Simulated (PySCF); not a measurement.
**Where the electron goes**

C6H8F (charge +1).
Z-matrix (Å and degrees, GFN2-xTB geometry), rows numbered from 1:
```
C 
C   1  1.3274
C   2  1.4659  1  127.29
C   3  1.3775  2  119.02  1  -152.85
C   3  1.4082  2  125.14  1    32.50
C   5  1.4462  3  127.53  2     3.09
F   6  1.3494  5  112.44  3   166.05
H   1  1.0755  2  124.35  3     1.12
H   1  1.0766  2  120.04  3   177.80
H   2  1.0814  1  118.85  3  -176.51
H   4  1.0813  3  120.99  2    -2.53
H   4  1.0800  3  122.38  2   178.01
H   5  1.0881  3  117.70  2   178.74
H   6  1.1100  5  109.95  3   -75.51
H   6  1.1061  5  113.41  3    42.16
```

The calculation used PySCF 2.14.0, density-fitted response routines, TDDFT CAM-B3LYP/def2-SVPD, vertical, gas phase, core orbitals frozen in the response.

Frontier orbitals with the atoms that hold most of them (Löwdin shares over 4%, at most four atoms; ? is withheld):

| orbital | ε (eV) | atoms |
| --- | --- | --- |
| LUMO+2 | -2.83 | C5 18%, C4 17%, C3 11%, C2 9% |
| LUMO+1 | -4.81 | C1 23%, C3 21%, C4 14%, C2 14% |
| LUMO | ? | C5 34%, C4 32%, C3 10%, C6 8% |
| HOMO | -13.85 | ? |
| HOMO-1 | -16.05 | ? |
| HOMO-2 | -16.51 | C1 22%, C2 14%, F7 12%, H9 10% |
| HOMO-3 | -16.98 | F7 56%, C6 12%, C5 11%, H14 4% |

Problem. Which atoms hold the HOMO-1, and with what shares?

Solution. F7 (bonded to C) 26%; C3 (bonded to 3 C) 13%; C6 (bonded to C, F and 2 H) 12%; C2 (bonded to 2 C and H) 11%. By element: carbon 36% or more, fluorine 26%.

Problem. Give the leading atoms of the HOMO.

Solution. C2 (bonded to 2 C and H) 33%; C1 (bonded to C and 2 H) 33%; C3 (bonded to 3 C) 9%; C4 (bonded to C and 2 H) 7%.

Problem. What is the LUMO energy, and the HOMO–LUMO gap?

Solution. ε(LUMO) = -8.37 eV; the gap is 5.48 eV (0.2013 hartree).

Problem. The HOMO–LUMO gap is 5.48 eV. Where does the response calculation put the lowest singlet, and from which orbitals?

Solution. S1 is at 2.70 eV (f = 0.028), 2.78 eV below the gap, made of HOMO→LUMO (98%). Without the coupling terms of the response equations the lowest excitation would equal the gap.

Problem. One configuration dominates each of S1 and S6. Which, and how do the shares of the two leading atoms of either orbital change from the occupied to the empty one?

Solution. 
- S1 (2.70 eV, f 0.028), HOMO→LUMO (98%): C2 33% → at most 8%, C1 33% → at most 8%, C5 at most 8% → 34%, C4 7% → 32%
- S6 (6.23 eV, f 0.325), HOMO→LUMO+1 (83%): C2 33% → 14%, C1 33% → 23%, C3 9% → 21%

On Arm Neoverse N1, one thread, shared host, this took 64 s of wall time.

One conformer stands for the species.
